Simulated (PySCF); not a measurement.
SbCl₂, SMILES [Cl][Sb][Cl], multiplicity 2. Coordinates come from a B3LYP-D3(BJ)/def2-TZVP optimisation. The multiplicity is an assumed one; other spin states were not compared. The isomer is the one that the SMILES or the coordinates give; other isomers of the formula were not compared. The def2 effective core potentials stand for the cores of Sb; spin–orbit coupling is left out.

Question: Give the equilibrium geometry at B3LYP-D3(BJ)/def2-TZVP (PySCF confirms it by a frequency run) as bond lengths and angles, and its point group. (The exact figures need the calculation; the answer reports its results.)

Answer: point group C2v.
Atoms: Sb1 Cl2 Cl3. Bond lengths (Å): Sb1–Cl2 2.363, Sb1–Cl3 2.363. Bond angles (°): Cl2–Sb1–Cl3 98.9.
Charge 0, spin multiplicity 2.
